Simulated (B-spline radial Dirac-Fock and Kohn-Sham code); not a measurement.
# Kohn-Sham estimates against Dirac-Fock for the levels of Tm⁶⁰⁺

System: thulium as Tm⁶⁰⁺, [He] 2s2 2p5.

The density-functional columns are spherical, spin-unpolarised Dirac-Kohn-Sham results without Breit or QED terms: −ε is minus the orbital energy of the initial state and ΔSCF the difference of two total energies. The reference in the last column comes from ΔSCF Dirac-Fock with Breit, self-energy and vacuum polarisation, finite nucleus, configuration average. All numbers are from a radial finite-basis atomic code, in eV; a selection of levels is shown. The Kohn-Sham columns are given as differences from the reference. For the 1s level of heavy atoms much of the gap between ΔSCF and the reference is the Breit and QED part, -265.1 eV here; for other levels the error of the functional can be larger.

```csv
level,LDA −ε − DF,LDA ΔSCF − DF,Dirac-Fock
K,-298.3,+268.0,64842.8
L1,-152.8,-11.9,15066.8
"L2,3",-132.7,+27.5,14004.4
```

Values without a named source are computed, but for edge energies of neutral atoms, which are taken from tables.
